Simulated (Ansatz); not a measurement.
```xyz
10

N     1.841   -0.774    0.046
Ge    0.396   -0.093    0.906
O    -0.573    0.986   -0.171
B    -1.695    0.668   -0.822
F    -2.260    1.579   -1.609
H     1.649   -1.447   -0.682
H     2.521   -0.103   -0.280
H    -0.515   -1.248    1.334
H     0.868    0.838    2.021
H    -2.233   -0.405   -0.742
```

Charge 0, multiplicity 1.

List the CAM-B3LYP/def2-TZVPP orbital energies in eV (Ansatz). (Estimate.)

Computed: Occupied: -10852.95, -1357.12, -1208.09, -1208.06, -1208.06, -673.30, -522.66, -391.47, -187.20, -172.02, -122.35, -122.29, -122.28, -36.04, -35.94, -35.88, -35.82, -35.81, -34.77, -29.42, -25.52, -18.22, -16.58, -15.55, -14.98, -14.78, -14.28, -12.92, -12.44, -11.51, -11.29, -10.63, -9.52. Lowest empty: 1.15, 1.57, 1.80, 2.03, 2.72, 3.19, 3.36, 3.44.
